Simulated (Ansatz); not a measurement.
`B[BH][GeH3]`. Total charge 0; spin multiplicity 1.

```xyz
9

B     1.007    1.175    0.762
B     0.546   -0.360    0.696
Ge   -0.892   -0.679   -0.777
H     1.881    1.602    0.058
H     0.407    1.986    1.413
H     0.863   -1.330    1.315
H    -0.355   -1.717   -1.781
H    -1.295    0.579   -1.565
H    -2.161   -1.255   -0.121
```

Q: List the harmonic frequencies (cm⁻¹, unscaled) at PBE0-D4/def2-TZVP in Ansatz. (An estimate is asked.)

A: Computed: 72, 82, 317, 342, 438, 517, 531, 761, 797, 818, 873, 897, 949, 976, 1157, 2132, 2139, 2149, 2560, 2624, 2652.

Q: Is this a minimum?

A: Yes, all 21 modes are real.

Q: Give the ideal-gas thermochemistry at 298.15 K and 1 bar (rigid rotor, harmonic oscillator; point group Cs, symmetry number 1).

A: Zero-point energy 142.3 kJ/mol; H(298) − E = 161.3 kJ/mol; entropy 326.2 J/(mol·K), of which translation 166.3, rotation 102.5, vibration 57.4; G(298) − E = 64.0 kJ/mol. Modes under 100 cm⁻¹ are hindered rotations or soft bends, so the harmonic entropy is rough.

Q: And at 400, 500, 600, 800 and 1000 K?

A: 
```tsv
T (K)	H − E (kJ/mol)	S (J/mol/K)	G − E (kJ/mol)
400	172.1	357.2	29.2
500	184.2	384.3	-7.9
600	197.6	408.6	-47.5
800	227.3	451.2	-133.6
1000	259.8	487.4	-227.6
```
